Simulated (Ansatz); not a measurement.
## Ligand exchange: C2H5Br + GeH3I → CH2BrI + GeH3(CH3)

Species: C2H5Br (bromoethane) `CCBr`, singlet; GeH3I `[GeH3][I]`, singlet; CH2BrI (bromoiodomethane) `BrCI`, singlet; GeH3(CH3) (methyl germane), singlet. The partners trade CH3 for I: C–CH3 and Ge–I bonds give way to C–I and Ge–CH3.

Shapes, held fixed at every level: PBE0-D4/def2-TZVP. Programs: Ansatz 0.2.0. The zero-point and thermal change to 298 K, harmonic and unscaled (PBE0-D4/def2-TZVP), is -6.2 kJ/mol.

| level | kind | ΔH(298 K) (kJ/mol) | less CCSD(T)/def2-TZVPP |
| --- | --- | --- | --- |
| HF/def2-SVP | Hartree–Fock | +150.5 | +41.1 |
| HF/def2-TZVPP | Hartree–Fock | +140.2 | +30.8 |
| B3LYP-D4/def2-TZVPP | global hybrid | +114.7 | +5.3 |
| BHLYP-D4/def2-TZVPP | global hybrid | +125.5 | +16.1 |
| r2SCAN0-D4/def2-TZVPP | global hybrid | +124.0 | +14.6 |
| MP2/def2-SVP | perturbation theory | +130.7 | +21.3 |
| MP2/def2-TZVPP | perturbation theory | +109.4 | 0.0 |
| CCSD(T)/def2-TZVPP | coupled cluster or CI | +109.4 | 0.0 |

The highest level, CCSD(T)/def2-TZVPP, gives ΔH(298 K) = +109.4 kJ/mol; the levels span +109.4 to +150.5. The column of differences is taken from that level and isn't an error. No measured value is set beside it here. For atoms past krypton def2 sets carry core potentials with scalar relativity. Relativity is left out for Br, Ge. Outer-core shells of Br, Ge, I are correlated in most correlated rows, in sets that cover them unevenly.
